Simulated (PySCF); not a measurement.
## Telling isomers of C7H10P2 apart by NMR

In vacuum, averaged over atoms made equivalent by symmetry, fast rotation or ring inversion, no relativistic terms, single conformer. GIAO PBE0/pcSseg-1 shieldings; GFN2-xTB geometry; PySCF 2.14.0 with density-fitted response routines.

Scale: TMS for 1H, 13C (reference shieldings calculated alike). Splittings of carbon signals by F and P are missing where no couplings were computed. Where no couplings were computed, multiplicities follow the n + 1 count of equivalent neighbours, and m marks all less simple cases (inequivalent or close neighbours, rings, F or P nearby). Shifts are as computed. Against solution values, carbons near 30 ppm lie about +3 ppm off and those near 130 ppm about +5 ppm. Of 1211 compounds with measured shifts, 218 miss one by over three times the rms of a fit or turn the order of signals round; such compounds aren't used in these exercises.

(1) Tabulate the signals of `CC(C)c1cpcpc1`, `CCc1cpc(C)cp1`, `CC(C)c1cpccp1`, `CCc1ccpc(C)p1` and their relative energies.

(2) What is the quickest way to tell CC(C)c1cpcpc1 from CC(C)c1cpccp1?

(3) What is the quickest way to tell CCc1cpc(C)cp1 from CCc1ccpc(C)p1?

(4) What is the quickest way to tell CC(C)c1cpcpc1 from CCc1cpc(C)cp1?

Results:

(1) 
```tsv
SMILES	carbon types	δC	δH	E rel. (kcal/mol)
CC(C)c1cpcpc1	1×C 4×CH 2×CH3	192.2, 160.1, 158.2, 47.1, 27.0	10.79 (m, 1H), 9.22 (m, 2H), 2.78 (sept, 1H), 1.39 (d, 6H)	0.0
CCc1cpc(C)cp1	2×C 2×CH 1×CH2 2×CH3	186.8, 178.5, 168.7, 166.4, 41.1, 29.6, 26.2	9.64 (m, 1H), 9.45 (m, 1H), 3.15 (m, 2H), 3.02 (m, 3H), 1.36 (t, 3H)	1.1
CC(C)c1cpccp1	1×C 4×CH 2×CH3	194.2, 169.4, 164.4, 162.1, 44.2, 27.7	9.72 (m, 1H), 9.71 (m, 1H), 9.63 (m, 1H), 3.45 (m, 1H), 1.44 (d, 6H)	2.4
CCc1ccpc(C)p1	2×C 2×CH 1×CH2 2×CH3	220.9, 187.9, 164.1, 136.5, 39.7, 31.2, 25.9	9.33 (m, 1H), 8.17 (m, 1H), 3.38 (m, 3H), 3.15 (m, 2H), 1.31 (t, 3H)	0.5
```

Energies are electronic energies at PBE0/pcSseg-1 on these geometries, without zero-point or thermal terms, each for the one conformer computed, which needn't be the lowest.

(2) Count the carbon signals: 5 against 6. The first has a substituted aromatic carbon (C) at 158.2 ppm, the second a substituted aromatic carbon (C) at 194.2 ppm. Their most deshielded carbons lie at 192.2 and 194.2 ppm. In the proton spectra the most deshielded non-exchanging signals are 10.79 (m, 1H) and 9.72 (m, 1H).

(3) Both give the same number of carbon signals, with the same numbers of each carbon type, so the positions decide. The first has a substituted aromatic carbon (C) at 178.5 ppm, the second a substituted aromatic carbon (C) at 220.9 ppm. Their most deshielded carbons lie at 186.8 and 220.9 ppm.

(4) Count the carbon signals: 5 against 7. The first has an sp3 CH on an aromatic ring at 47.1 ppm, the second an sp3 CH2 on an aromatic ring at 41.1 ppm. Their most deshielded carbons lie at 192.2 and 186.8 ppm. In the proton spectra the most deshielded non-exchanging signals are 10.79 (m, 1H) and 9.64 (m, 1H).
